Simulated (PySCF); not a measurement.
## Tc⁺ (technetium, charge +1) across methods

[Kr] 4d5 5s1, high-spin 7S determinant. Computed with PySCF 2.14 in x2c-QZVPPall (13s8p7d4f2g, 118 functions), with the spin-free X2C one-electron Hamiltonian (Gaussian nucleus).

| method | E (hartree) | mean ε 4p β (eV) | mean ε 4d α (eV) | mean ε 5s α (eV) | Σ⟨r²⟩ (bohr²) | ⟨S²⟩ |
| --- | --- | --- | --- | --- | --- | --- |
| r2SCAN | -4285.09 | -51.085 | -15.776 | -12.421 | 41.87 | 12.001 |
| LDA | -4280.17 | -50.758 | -15.407 | -12.427 | 42.16 | 12.000 |
| UHF | -4282.89562 | -58.665 | -21.457 | -14.449 | 42.35 | 12.002 |
| PBE0 | -4284.76 | -52.809 | -17.025 | -12.825 | 42.04 | 12.001 |
| PBE | -4284.68 | -50.407 | -15.330 | -12.151 | 42.19 | 12.000 |
